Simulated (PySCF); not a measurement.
# Static response to an electric field

Compound: C5H6F3N.
Atom-mapped SMILES: `[H]/[N:4]=[C:3](\[CH:2]=[CH2:1])[CH2:5][C:6]([F:7])([F:8])[F:9]` (hydrogens: H10, H11 on C1; H12 on C2; H13 on N4; H14, H15 on C5)

Cartesian coordinates in Å at the PBE0-D3(BJ)/def2-SVP level; atoms count from 1:
```
atom  x, y, z in Å
C1    -2.228    0.598    0.755
C2    -1.115    0.680    0.021
C3    -0.353   -0.496   -0.469
N4    -0.833   -1.654   -0.692
C5     1.113   -0.286   -0.764
C6     1.945    0.093    0.436
F7     1.812   -0.790    1.428
F8     3.240    0.150    0.114
F9     1.606    1.295    0.925
H10   -2.757    1.495    1.086
H11   -2.642   -0.365    1.071
H12   -0.703    1.664   -0.221
H13   -1.842   -1.660   -0.506
H14    1.247    0.510   -1.515
H15    1.514   -1.223   -1.169
```

Level: B3LYP/def2-SVPD (PySCF), static field, nuclei fixed, core orbitals frozen in the response. The polarisability tensor in these axes (au):

```
x   82.53 -0.67 -8.96
y   -0.67 71.41  6.33
z   -8.96  6.33 59.98
```

Q: Diagonalise the tensor; give its mean and Δα, where Δα² is half the sum of the squared differences of the eigenvalues.

A: Principal values 54.83, 72.89 and 86.19 au; mean 71.30 au = 10.57 Å³ = 11.76 × 10⁻⁴⁰ C²·m²/J; Δα = 27.27 au (38 % of the mean).

Q: What is the dipole moment, and where does it point?

A: (-2.17, 1.59, -0.78) D, 2.80 D in size, pointing from the negative to the positive side. Measured along this direction, the outermost atoms are F8 at the negative end and H10 at the positive end.

Q: Rayleigh depolarisation ratio (linearly polarised light, static tensor)?

A: ρ = 3Δα²/(45ᾱ² + 4Δα²) = 2230.3/(228794 + 2973.7) = 0.00962.

Q: What are the principal values of the traceless quadrupole moment, Θ = ½Σq(3rr − r²1), about the centre of nuclear charge?

A: -8.91, -0.02, 8.93 D·Å. The values depend on the origin, since the dipole doesn't vanish. The electronic extent ⟨r²⟩ about the same centre is 1229 bohr², a root-mean-square distance of 2.22 Å for the 70 electrons.

Q: What would n − 1 = 2πNα be for an ideal gas of these molecules at 350 K and 1 atm, electronic part alone?

A: N = p/kT = 2.0968 × 10¹⁹ cm⁻³, so n − 1 = 2π × N × 10.57 × 10⁻²⁴ cm³ = 1392 × 10⁻⁶ at long wavelengths, for an ideal gas.

One conformer (not necessarily the lowest) at the PBE0-D3(BJ)/def2-SVP geometry, without solvent, vibrations or thermal averaging.
